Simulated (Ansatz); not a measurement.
K4. The state is a triplet with charge 0. Geometry B3LYP/def2-TZVP, that of the charge +1 doublet; atoms count from 1.

| atom | x (Å) | y (Å) | z (Å) |
| --- | --- | --- | --- |
| K1 | 2.751 | 1.261 | 2.840 |
| K2 | -1.381 | 1.391 | 0.650 |
| K3 | 1.328 | -1.475 | -0.588 |
| K4 | -2.698 | -1.177 | -2.903 |

At PBE0/def2-TZVP a singlet of charge 0 lies 0.26 eV below the triplet at the same geometry. The structure comes from a short search, and lower isomers may exist.

Estimate the Mulliken populations from the PBE0/def2-TZVP orbitals of Ansatz.


| atom | charge (e) | spin (α − β) |
| --- | --- | --- |
| K1 | 0.08 | 0.62 |
| K2 | -0.08 | 0.39 |
| K3 | -0.08 | 0.39 |
| K4 | 0.08 | 0.61 |
Mulliken values and Mayer orders depend strongly on the basis.

Where does the spin sit?

Summed by element: K 2.00, of 2 unpaired in all. Largest on single atoms: K1 0.62, K4 0.61, K3 0.39.

And the Mayer bond orders between bonded heavy atoms (over 0.3)?

K1–K2 0.37 (4.68 Å); K1–K3 0.37 (4.61 Å); K2–K3 0.34 (4.13 Å); K2–K4 0.38 (4.58 Å); K3–K4 0.37 (4.65 Å).
